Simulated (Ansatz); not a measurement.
Program: Ansatz. Geometries: PBE0-D4/def2-TZVP. ΔE: electronic, gas phase. CCSD(T)/CBS is the MP2 limit (def2-TZVPP, def2-QZVPP) plus CCSD(T) − MP2 in def2-TZVPP, frozen cores. This one scheme is used for every species. Functionals use def2-TZVPP. One conformer a species, not always the lowest.

Reaction (silylene formation by 1,1-elimination): `CN[SiH2][SiH2]N` → `CN[SiH3]` + `N[SiH]`

| species | PBE0-D4 energy (Eh) |
| --- | --- |
| `CN[SiH2][SiH2]N` | -732.31480 |
| `CN[SiH3]` | -386.37836 |
| `N[SiH]` | -345.87488 |

(1) Work out ΔE.

Largest T1 diagnostic among the species: 0.015.

Answers

(1) ΔE = (-386.37836) + (-345.87488) − (-732.31480) = 0.06156 Eh = +161.6 kJ/mol. CCSD(T)/CBS gives +144.7 kJ/mol.

The D4 term adds +18.4 kJ/mol with B3LYP and +10.6 kJ/mol with PBE0; it sums over pairs of atoms, weighted by their polarisabilities, and B3LYP, whose exchange is more repulsive, gets the larger term. From PBE to PBE0 (25 % exact exchange), in def2-TZVPP and without D4, ΔE moves by +11.0 kJ/mol.

B3LYP here is the variant with VWN-RPA as its local correlation; programs differ in this.
